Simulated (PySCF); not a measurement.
Ga(Me)(Cl) (CH₃ClGa), SMILES [CH3][Ga+][Cl], charge +1. The structure is a stationary point at ωB97X-D3(BJ)/def2-TZVP. The multiplicity is an assumed one; other spin states were not compared. The isomer is the one that the SMILES or the coordinates give; other isomers of the formula were not compared.

Task: Give the equilibrium geometry at ωB97X-D3(BJ)/def2-TZVP (PySCF confirms it by a frequency run) as a Z-matrix, and its point group. (An estimate is asked for; the answer gives what the named calculation found.)

Result: point group C3v.
```
C
H 1 1.0915
H 1 1.0915 2 110.55
H 1 1.0915 2 110.55 3 122.74
Ga 1 1.9064 2 108.37 3 -118.63
Cl 5 2.0321 2 155.28 1 180.00
```
Charge +1, spin multiplicity 1.
